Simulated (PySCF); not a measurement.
## Electron correlation in Hf²⁺ (hafnium, charge +2)

[Xe] 4f14 5d1 6p1, one real determinant (an excited configuration). Calculation: PySCF 2.14, in aug-cc-pVTZ-PP with ECP60MDF (6s6p5d3f2g, 88 functions); scalar relativity through the core potential. Frozen: 5s2 5p6; 2 electrons correlated.

With two correlated electrons CCSD is exact within the correlated space (frozen core and kept virtual orbitals).

| level | correlation energy (mhartree) |
| --- | --- |
| CCSD | -6.02 |

Diagnostics: T1 = 0.0095, D1 = 0.0142, largest double amplitude 0.278.

Problem. Is a single reference adequate?

Solution. Not fully. The real determinant used has ⟨L²⟩ near 8 against 12 for a pure F term, so it mixes terms. Spin-orbit coupling, absent here, splits the open shell strongly. A double-excitation amplitude exceeds 0.15, a sign of near-degeneracy.

The reference is one real determinant that mixes LS terms of this configuration.
